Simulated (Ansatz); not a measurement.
Molecule: C2H10O2Si2 (charge 0, singlet). 
Coordinates optimised at B3LYP-D3(BJ)/def2-TZVP (Ansatz, an electronic-structure program):
```
C
H 1 1.0954
H 1 1.0954 2 108.10
O 1 1.4191 2 110.92 3 -121.81
C 1 1.5163 2 109.42 3 119.08
H 5 1.0954 1 109.42 2 -180.00
H 5 1.0954 6 108.10 1 119.08
O 5 1.4191 6 110.92 7 121.81
Si 4 1.6471 1 123.64 2 60.07
Si 8 1.6471 5 123.64 6 -60.07
H 9 1.4757 4 106.33 1 -180.00
H 10 1.4757 8 106.33 5 180.00
H 9 1.4847 11 110.43 4 -120.22
H 10 1.4847 12 110.43 8 120.22
H 9 1.4847 11 110.43 13 -119.55
H 10 1.4847 12 110.43 14 119.55
```
Charge 0, spin multiplicity 1.

Quantity: atomisation energy (electronic, to ground-state atoms), in eV. Cores are frozen in the correlated levels unless marked. Open shells are spin-unrestricted. No spin-orbit coupling. Non-relativistic unless marked X2C. The coupled-cluster limit lacks core correlation, which all-electron functionals hold. CBS marks a two-point X^-3 extrapolation of the correlation energy; Hartree-Fock from the larger set.

```tsv
level	program	atomisation energy (eV)
BLYP/def2-TZVPD	Ansatz	?
B3LYP/def2-TZVPD	Ansatz	?
PBE0/def2-SVP	Ansatz	?
PBE0-D3(BJ)/def2-TZVP	Ansatz + dftd3	58.83
wB97X/def2-TZVPD	Ansatz	?
B2GP-PLYP/def2-TZVPD	Ansatz	58.37
SCS-MP2/cc-pV(Q+d)Z	Ansatz	59.69
X2C-CCSD(T)/cc-pVTZ-DK	Ansatz	57.54
CCSD(T) with core electrons (1s frozen past Ne)/cc-pwCVTZ	Ansatz	58.10
CCSD(T)/CBS(cc-pV(T+d)Z,cc-pV(Q+d)Z)	Ansatz	59.48
```

**Question.** Complete the blanks.

**Answer.** 
- BLYP/def2-TZVPD, atomisation energy (eV): 58.20
- B3LYP/def2-TZVPD, atomisation energy (eV): 58.71
- PBE0/def2-SVP, atomisation energy (eV): 58.53
- wB97X/def2-TZVPD, atomisation energy (eV): 59.27
